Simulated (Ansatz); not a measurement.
`CN1[SiH2]C1F`. Total charge 0; spin multiplicity 1. The geometry is a stationary point of PBE0-D4/def2-TZVP.

```xyz
11

C    -0.246    1.239   -0.936
N     0.074    0.047   -0.206
Si    1.094   -1.000    0.646
C    -0.731   -0.678    0.694
F    -1.651   -1.543    0.111
H    -0.973    1.034   -1.727
H     0.657    1.638   -1.401
H    -0.662    2.011   -0.277
H     2.016   -0.460    1.678
H     1.681   -2.163   -0.058
H    -1.259   -0.126    1.476
```

Q: What is the dipole moment at B3LYP/def2-TZVPP? (An estimate is asked.)

A: Ansatz gave: 2.37 D, with components (1.69, 1.62, 0.36) D in this frame, pointing from negative to positive charge.

Q: And with PBE, r2SCAN, ωB97M-V? (Estimate.)

A: The calculation gave: PBE 2.20 D, r2SCAN 2.29 D, ωB97M-V 2.39 D.

Q: Give the Mulliken charges with B3LYP, r2SCAN, PBE in def2-TZVPP. (An estimate is asked.)

A: Computed: 
| atom | B3LYP | r2SCAN | PBE |
| --- | --- | --- | --- |
| C1 | -0.16 | -0.04 | -0.17 |
| N2 | -0.27 | -0.30 | -0.19 |
| Si3 | 0.32 | 0.38 | 0.24 |
| C4 | 0.12 | 0.14 | 0.10 |
| F5 | -0.25 | -0.24 | -0.20 |
| H6 | 0.11 | 0.07 | 0.11 |
| H7 | 0.09 | 0.05 | 0.09 |
| H8 | 0.09 | 0.05 | 0.08 |
| H9 | -0.07 | -0.08 | -0.07 |
| H10 | -0.06 | -0.07 | -0.05 |
| H11 | 0.08 | 0.05 | 0.06 |

B3LYP here is the variant with VWN-RPA as its local correlation; programs differ in this.
